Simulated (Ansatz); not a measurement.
gold atom (Au), doublet (core potentials on Au); HF/def2-SVP (Ansatz, a quantum-chemistry and plane-wave program).

Ansatz was given this input:
Ansatz 0.2 input:
```yaml
crystal:
  periodic: [false, false, false]
  atoms:
    - {symbol: Au, position_ang: [0.00000000, 0.00000000, 0.00000000]}
basis:
  gaussian:
    orbitals: def2-SVP
hamiltonian:
  xc: hf
magnetization: {spin_polarized: true, initial_magnetization: 1}
```

The log (banner, timings and long lists left out):

```
Functional definition: HF
214 factors; integrals over basis functions are off by at most 1.9e-4 eV
mean field evaluation 1: about -3666.9278 eV, gradient 1.3e1 eV
mean field evaluation 2: about -3666.9279 eV, gradient 1.3e1 eV
mean field evaluation 4: about -3667.6818 eV, gradient 6.8e-1 eV
mean field evaluation 8: about -3667.6911 eV, gradient 1.0e-3 eV
mean field evaluation 16: about -3665.8279 eV, gradient 1.1e0 eV
mean field -3667.69112524 eV, -134.7851628021 hartree, gradient 2.7e-5 eV, S^2 0.752635; 0 other end points of the search recorded, 0 dependent functions left out
reference -3667.69112524 eV, -134.7851628021 hartree; 10, 9 occupied and 22, 23 virtual orbitals, 214 factors
Total energy: -3667.69112524 eV, -134.7851628021 hartree
```
